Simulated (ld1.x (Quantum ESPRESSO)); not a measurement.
**barium, PAW: configuration errors across variants**

- Element: Ba (Z = 56)
- Generator: ld1.x (Quantum ESPRESSO) 7.5
- Type: PAW
- Functional: Wu–Cohen
- Relativity: fully relativistic
- Frozen core: [Kr] 4d10
- Valence charge: 10
- Reference configuration: 5s2 5p6 5d0.5 6s1.5 6p0
- Partial waves: 5s (bound): rcut 2.10, rcutus 2.50 bohr; 6s (bound): rcut 2.10, rcutus 2.50 bohr; 5p (bound): rcut 2.75, rcutus 3.60 bohr; 6p (bound, empty): rcut 2.75, rcutus 3.60 bohr; 5d (bound): rcut 2.95, rcutus 3.55 bohr; 5d channel at 2.95 Ry: rcut 2.95, rcutus 3.55 bohr
- Local potential: all-electron potential smoothed inside 2.80 bohr (lloc = -2)
- Core correction: Bessel-smoothed model core inside 2.40 bohr
- Augmentation charge: BESSEL, radius 2.20 bohr

Open shells are filled in proportion to 2j + 1 (rel_dist='average').

All-electron excitation energies from the reference (eV): (1) 5s2 5p6 5d0 6s2 6p0 -0.646; (2) 5s2 5p6 5d0 6s1 6p0 4.716; (3) 5s2 5p6 5d1 6s0 6p0 5.324.

Tests that are not counted but printed errors over 1 eV. “base”: 5s2 5p6 5d0 6s0 6p0 (solver errors, printed error -415 eV). “waves 5s (bound): rcut 1.76, rcutus 1.86 bohr; 6s (bound): rcut 1.76, rcutus 1.86 bohr”: 5s2 5p6 5d0 6s0 6p0 (solver errors, printed error -415 eV). “waves 5d (bound): rcut 2.95, rcutus 4.02 bohr; 5d channel at 2.95 Ry: rcut 2.95, rcutus 4.02 bohr”: 5s2 5p6 5d0 6s0 6p0 (solver errors, printed error -415 eV).

4 further variants failed, have other tests or another functional or relativity, and are left out.

Errors AE − PS in meV (a dash: test not solved or not reliable):

| change | (1) | (2) | (3) | bound ghosts |
| --- | --- | --- | --- | --- |
| base | -0.1 | +0.6 | -0.1 | not determined |
| local potential all-electron potential smoothed inside 3.45 bohr (lloc = -1) | – | – | – | not determined |
| waves 5s (bound): rcut 1.76, rcutus 1.86 bohr; 6s (bound): rcut 1.76, rcutus 1.86 bohr | 0.0 | 0.0 | -0.1 | not determined |
| waves 5d (bound): rcut 2.95, rcutus 4.02 bohr; 5d channel at 2.95 Ry: rcut 2.95, rcutus 4.02 bohr | +0.4 | +2.1 | -1.6 | not determined |

Give the same row for: waves 5p (bound): rcut 2.75, rcutus 4.26 bohr; 6p (bound): rcut 2.75, rcutus 4.26 bohr.

–, –, –; bound ghosts: not determined.
